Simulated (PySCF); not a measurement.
ClCrO₂, doublet (typed; the unrestricted solution is spin-contaminated), geometry from GFN2-xTB (such geometries of metal compounds can be far from the true shape) (the multiplicity is a formal guess), atoms displaced at random by about 0.03 Å a coordinate; HF/STO-3G, gradient by finite differences (PySCF).

Here is a job for PySCF.
```python
from pyscf import gto, scf

mol = gto.Mole()
mol.atom = '''
    Cr    0.187925   -0.227638    0.244975
    O     1.677597   -0.627409   -0.249798
    O    -0.484450   -0.884041    1.436787
    Cl   -0.823485    1.084598   -0.896437
'''
mol.basis = 'sto-3g'
mol.charge = 0
mol.spin = 1
mol.verbose = 4
mol.build()

mf = scf.UHF(mol)
mf.conv_tol = 1e-11
mf.kernel()
scan, done = mf.as_scanner(), []
scan.scf_summary = {}
def energy(d):
    c = mol.atom_coords()
    c[3, 1] += d
    e = scan(mol.set_geom_(c, unit='Bohr', inplace=False))
    done.append(scan.converged)
    return e
h = 1e-3
fd = (energy(h) - energy(-h)) / (2 * h)
print('dE/dx =', fd)
```

Question: Write the output that PySCF gives for this input, abridged.

Answer: 
```
PySCF version 2.14.0

[INPUT] verbose = 4
[INPUT] num. atoms = 4
[INPUT] num. electrons = 57
[INPUT] charge = 0
[INPUT] spin (= nelec alpha-beta = 2S) = 1
[INPUT] symmetry False subgroup None
[INPUT] Mole.unit = angstrom
[INPUT] Symbol           X                Y                Z      unit          X                Y                Z       unit  Magmom
[...]
nuclear repulsion = 295.934197637261
number of shells = 19
number of NR pGTOs = 111
number of NR cGTOs = 37
basis = sto-3g
ecp = {}

******** <class 'pyscf.scf.uhf.UHF'> ********
method = UHF
initial guess = minao
damping factor = 0
level_shift factor = 0
DIIS = <class 'pyscf.scf.diis.CDIIS'>
diis_start_cycle = 1
diis_space = 8
diis_damp = 0
SCF conv_tol = 1e-11
SCF conv_tol_grad = None
SCF max_cycles = 50
direct_scf = True
direct_scf_tol = 1e-13
number electrons alpha = 29  beta = 28
Set gradient conv threshold to 3.16228e-06
init E= -1633.15666000711

cycle= 1 E= -1633.68196553197  delta_E= -0.525  |g|= 1.26  |ddm|= 2.45
cycle= 2 E= -1623.94539638276  delta_E= 9.74  |g|= 4.17  |ddm|= 3.91
cycle= 3 E= -1634.59730122127  delta_E= -10.7  |g|= 0.341  |ddm|= 3.35
cycle= 4 E= -1634.64808724351  delta_E= -0.0508  |g|= 0.188  |ddm|= 0.43
cycle= 5 E= -1634.66611322419  delta_E= -0.018  |g|= 0.0925  |ddm|=  0.2
cycle= 6 E= -1634.67375018749  delta_E= -0.00764  |g|= 0.0382  |ddm|= 0.137
cycle= 7 E= -1634.67851943759  delta_E= -0.00477  |g|= 0.0352  |ddm|= 0.113
cycle= 8 E= -1634.6772379714  delta_E= 0.00128  |g|= 0.0341  |ddm|= 0.029
cycle= 9 E= -1634.66917853082  delta_E= 0.00806  |g|= 0.0465  |ddm|= 0.252
cycle= 10 E= -1634.66862217144  delta_E= 0.000556  |g|= 0.0347  |ddm|= 0.0737
cycle= 11 E= -1634.6706828418  delta_E= -0.00206  |g|= 0.017  |ddm|= 0.146
cycle= 12 E= -1634.67199363154  delta_E= -0.00131  |g|= 0.0129  |ddm|= 0.0974
cycle= 13 E= -1634.67314995798  delta_E= -0.00116  |g|= 0.0138  |ddm|= 0.0733
cycle= 14 E= -1634.67333737478  delta_E= -0.000187  |g|= 0.0131  |ddm|= 0.024
cycle= 15 E= -1634.6739990928  delta_E= -0.000662  |g|= 0.0129  |ddm|= 0.0409
cycle= 16 E= -1634.67330855949  delta_E= 0.000691  |g|= 0.0125  |ddm|= 0.0528
cycle= 17 E= -1634.66961588414  delta_E= 0.00369  |g|= 0.0187  |ddm|= 0.28
cycle= 18 E= -1634.67068393177  delta_E= -0.00107  |g|= 0.0136  |ddm|= 0.0928
cycle= 19 E= -1634.67111501952  delta_E= -0.000431  |g|= 0.0147  |ddm|= 0.0361
cycle= 20 E= -1634.67127196941  delta_E= -0.000157  |g|= 0.0143  |ddm|= 0.013
cycle= 21 E= -1634.66934291719  delta_E= 0.00193  |g|= 0.0166  |ddm|= 0.212
cycle= 22 E= -1634.66988549425  delta_E= -0.000543  |g|= 0.012  |ddm|= 0.0643
cycle= 23 E= -1634.67027860021  delta_E= -0.000393  |g|= 0.00577  |ddm|= 0.0734
cycle= 24 E= -1634.67023264477  delta_E= 4.6e-05  |g|= 0.0103  |ddm|= 0.0759
cycle= 25 E= -1634.67048782854  delta_E= -0.000255  |g|= 0.00882  |ddm|= 0.119
cycle= 26 E= -1634.67049355643  delta_E= -5.73e-06  |g|= 0.00287  |ddm|= 0.0578
cycle= 27 E= -1634.67055145137  delta_E= -5.79e-05  |g|= 0.00232  |ddm|= 0.0344
cycle= 28 E= -1634.6705736401  delta_E= -2.22e-05  |g|= 0.00179  |ddm|= 0.0403
cycle= 29 E= -1634.67058550882  delta_E= -1.19e-05  |g|= 0.00142  |ddm|= 0.0099
cycle= 30 E= -1634.67059679873  delta_E= -1.13e-05  |g|= 0.00122  |ddm|= 0.0107
cycle= 31 E= -1634.67060309999  delta_E= -6.3e-06  |g|= 0.00112  |ddm|= 0.00705
cycle= 32 E= -1634.67061419382  delta_E= -1.11e-05  |g|= 0.00135  |ddm|= 0.021
cycle= 33 E= -1634.67061922179  delta_E= -5.03e-06  |g|= 0.000876  |ddm|= 0.016
cycle= 34 E= -1634.67061982924  delta_E= -6.07e-07  |g|= 0.000613  |ddm|= 0.0109
cycle= 35 E= -1634.67061940634  delta_E= 4.23e-07  |g|= 0.000383  |ddm|= 0.012
cycle= 36 E= -1634.67061926941  delta_E= 1.37e-07  |g|= 0.000194  |ddm|= 0.00302
cycle= 37 E= -1634.67061923807  delta_E= 3.13e-08  |g|= 9.06e-05  |ddm|= 0.00244
cycle= 38 E= -1634.67061926821  delta_E= -3.01e-08  |g|= 6.29e-05  |ddm|= 0.0008
cycle= 39 E= -1634.67061929466  delta_E= -2.65e-08  |g|= 3.57e-05  |ddm|= 0.000972
[...]
SCF not converged.
SCF not converged.
[...]
cycle= 4 E= -1634.67058886577  delta_E= -3.94e-09  |g|= 3.54e-05  |ddm|= 8.07e-05
cycle= 5 E= -1634.67058886969  delta_E= -3.92e-09  |g|= 3.11e-05  |ddm|= 0.000102
cycle= 6 E= -1634.67058887258  delta_E= -2.89e-09  |g|= 3.17e-05  |ddm|= 7.43e-05
cycle= 7 E= -1634.67058887283  delta_E= -2.46e-10  |g|= 3.17e-05  |ddm|= 6.22e-06
cycle= 8 E= -1634.67058886749  delta_E= 5.33e-09  |g|= 2.87e-05  |ddm|= 0.000155
cycle= 9 E= -1634.67058886732  delta_E= 1.7e-10  |g|= 2.7e-05  |ddm|= 8.37e-05
cycle= 10 E= -1634.67058887427  delta_E= -6.94e-09  |g|= 2.57e-05  |ddm|= 0.000217
cycle= 11 E= -1634.67058888678  delta_E= -1.25e-08  |g|= 2.46e-05  |ddm|= 0.000396
cycle= 12 E= -1634.67058890564  delta_E= -1.89e-08  |g|= 2.36e-05  |ddm|= 0.000632
cycle= 13 E= -1634.67058891307  delta_E= -7.43e-09  |g|= 2.35e-05  |ddm|= 0.000255
cycle= 14 E= -1634.67058892009  delta_E= -7.02e-09  |g|= 2.31e-05  |ddm|= 0.000245
cycle= 15 E= -1634.6705889277  delta_E= -7.6e-09  |g|= 2.31e-05  |ddm|= 0.000262
cycle= 16 E= -1634.67058892949  delta_E= -1.79e-09  |g|= 2.31e-05  |ddm|= 6.12e-05
cycle= 17 E= -1634.67058893136  delta_E= -1.87e-09  |g|= 2.31e-05  |ddm|= 6.37e-05
cycle= 18 E= -1634.67058892807  delta_E= 3.28e-09  |g|= 2.3e-05  |ddm|= 0.000113
cycle= 19 E= -1634.67058892773  delta_E= 3.44e-10  |g|= 2.3e-05  |ddm|= 1.35e-05
cycle= 20 E= -1634.67058892781  delta_E= -8.37e-11  |g|= 2.3e-05  |ddm|= 2.82e-06
cycle= 21 E= -1634.67058892788  delta_E= -7.14e-11  |g|= 2.3e-05  |ddm|= 2.66e-06
cycle= 22 E= -1634.67058892786  delta_E= 2e-11  |g|= 2.3e-05  |ddm|= 5.88e-07
cycle= 23 E= -1634.6705889277  delta_E= 1.66e-10  |g|= 2.3e-05  |ddm|= 6.06e-06
cycle= 24 E= -1634.67058892844  delta_E= -7.45e-10  |g|= 2.3e-05  |ddm|= 2.59e-05
cycle= 25 E= -1634.67058892827  delta_E= 1.76e-10  |g|= 2.3e-05  |ddm|= 6.14e-06
cycle= 26 E= -1634.67058892912  delta_E= -8.55e-10  |g|= 2.3e-05  |ddm|= 2.94e-05
cycle= 27 E= -1634.67058892454  delta_E= 4.58e-09  |g|= 2.3e-05  |ddm|= 0.000157
cycle= 28 E= -1634.67058892353  delta_E= 1e-09  |g|= 2.3e-05  |ddm|= 3.64e-05
cycle= 29 E= -1634.670588923  delta_E= 5.29e-10  |g|= 2.3e-05  |ddm|= 1.82e-05
cycle= 30 E= -1634.67058892169  delta_E= 1.31e-09  |g|= 2.3e-05  |ddm|= 4.52e-05
cycle= 31 E= -1634.67058891835  delta_E= 3.34e-09  |g|= 2.3e-05  |ddm|= 0.000114
cycle= 32 E= -1634.67058891456  delta_E= 3.79e-09  |g|= 2.3e-05  |ddm|= 0.00013
cycle= 33 E= -1634.6705889094  delta_E= 5.16e-09  |g|= 2.3e-05  |ddm|= 0.000178
cycle= 34 E= -1634.67058890538  delta_E= 4.03e-09  |g|= 2.29e-05  |ddm|= 0.000138
cycle= 35 E= -1634.67058889372  delta_E= 1.17e-08  |g|= 2.28e-05  |ddm|= 0.000405
cycle= 36 E= -1634.67058887238  delta_E= 2.13e-08  |g|= 2.26e-05  |ddm|= 0.000753
cycle= 37 E= -1634.67058886406  delta_E= 8.32e-09  |g|= 2.27e-05  |ddm|= 0.00031
cycle= 38 E= -1634.67058883139  delta_E= 3.27e-08  |g|= 2.23e-05  |ddm|= 0.00121
cycle= 39 E= -1634.67058882659  delta_E= 4.8e-09  |g|= 2.22e-05  |ddm|= 0.000204
cycle= 40 E= -1634.67058882919  delta_E= -2.59e-09  |g|= 2.23e-05  |ddm|= 9.96e-05
cycle= 41 E= -1634.6705888303  delta_E= -1.12e-09  |g|= 2.21e-05  |ddm|= 7.33e-05
cycle= 42 E= -1634.67058877546  delta_E= 5.48e-08  |g|= 2.14e-05  |ddm|= 0.00209
cycle= 43 E= -1634.6705885987  delta_E= 1.77e-07  |g|= 2.4e-05  |ddm|= 0.0077
cycle= 44 E= -1634.67058863147  delta_E= -3.28e-08  |g|= 1.92e-05  |ddm|= 0.00157
cycle= 45 E= -1634.67058842126  delta_E= 2.1e-07  |g|= 6.69e-05  |ddm|= 0.0119
cycle= 46 E= -1634.67058852647  delta_E= -1.05e-07  |g|= 1.67e-05  |ddm|= 0.00654
cycle= 47 E= -1634.67058851511  delta_E= 1.14e-08  |g|= 1.69e-05  |ddm|= 0.00067
cycle= 48 E= -1634.67058851414  delta_E= 9.62e-10  |g|= 1.64e-05  |ddm|= 6.13e-05
cycle= 49 E= -1634.67058843305  delta_E= 8.11e-08  |g|= 3.12e-05  |ddm|= 0.00509
cycle= 50 E= -1634.6705884553  delta_E= -2.23e-08  |g|= 1.58e-05  |ddm|= 0.0015
SCF not converged.
SCF energy = -1634.6705884553 after 50 cycles  <S^2> = 0.92673569  2S+1 = 2.169549
dE/dx = -0.03060543599531229
```

The run did not converge; its last values are not results.
